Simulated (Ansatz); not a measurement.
A search over several starts for the lowest SCF solution of Li10 (started as a model of: Li10 tetrahedron) at the given spin, in a small basis.

```yaml
crystal:
  periodic: [false, false, false]
  atoms:
    - {symbol: Li, position_ang: [-2.207365, -2.194318, -2.211841]}
    - {symbol: Li, position_ang: [-0.008722, 0.006924, -2.002751]}
    - {symbol: Li, position_ang: [2.190160, 2.210679, -2.194542]}
    - {symbol: Li, position_ang: [-0.005267, -2.007927, -0.001467]}
    - {symbol: Li, position_ang: [1.998914, 0.004498, 0.005504]}
    - {symbol: Li, position_ang: [2.204111, -2.205659, 2.196840]}
    - {symbol: Li, position_ang: [-2.016983, -0.000598, 0.003940]}
    - {symbol: Li, position_ang: [-0.012910, 2.010983, 0.010549]}
    - {symbol: Li, position_ang: [-0.008589, -0.002790, 2.012424]}
    - {symbol: Li, position_ang: [-2.216349, 2.202008, 2.210843]}
basis:
  gaussian: {orbitals: def2-SVP, initial_orbitals: start.molden}
hamiltonian: {xc: pbe0}
output: {orbitals: {seedname: orbitals}}
```

The file start.molden holds the orbitals of an earlier run on this structure, at another level or in another basis.

```sh
$ ansatz run in.yaml --threads 4 --pin off --events-out ev --progress --plain --max-ram 3916MiB
```

It prints (some lines left out):

```
Functional definition: PBE0
1290 factors; integrals over basis functions are off by at most 9.9e-5 eV
mean field evaluation 1: about -2038.6750 eV, gradient 2.8e0 eV
mean field evaluation 2: about -2038.7509 eV, gradient 6.4e-2 eV
mean field evaluation 4: about -2038.7114 eV, gradient 3.2e-3 eV
mean field evaluation 8: about -2038.7114 eV, gradient 8.5e-6 eV
mean field evaluation 16: about -2038.7102 eV, gradient 2.3e-1 eV
mean field evaluation 32: about -2038.1181 eV, gradient 3.2e0 eV
mean field -2038.71135852 eV, -74.9212605376 hartree, gradient 1.4e-5 eV, S^2 0.000000; 6 other end points of the search recorded, 0 dependent functions left out
reference -2038.71140027 eV, -74.9212620717 hartree; 15, 15 occupied and 75, 75 virtual orbitals, 1290 factors
Total energy: -2038.71140027 eV, -74.9212620717 hartree
```

It took 3.2 s on 4 threads of Arm Neoverse V1 on a shared host.

The restricted singlet is unstable towards broken spin symmetry at other levels; at PBE0/def2-SVP this wasn't settled. The geometry of the singlet was relaxed on an unsound state (restricted singlet, unstable towards broken spin symmetry at other levels and untested here). At PBE0/def2-TZVP a triplet of charge 0 lies 0.05 eV below the restricted singlet, each at its own geometry.
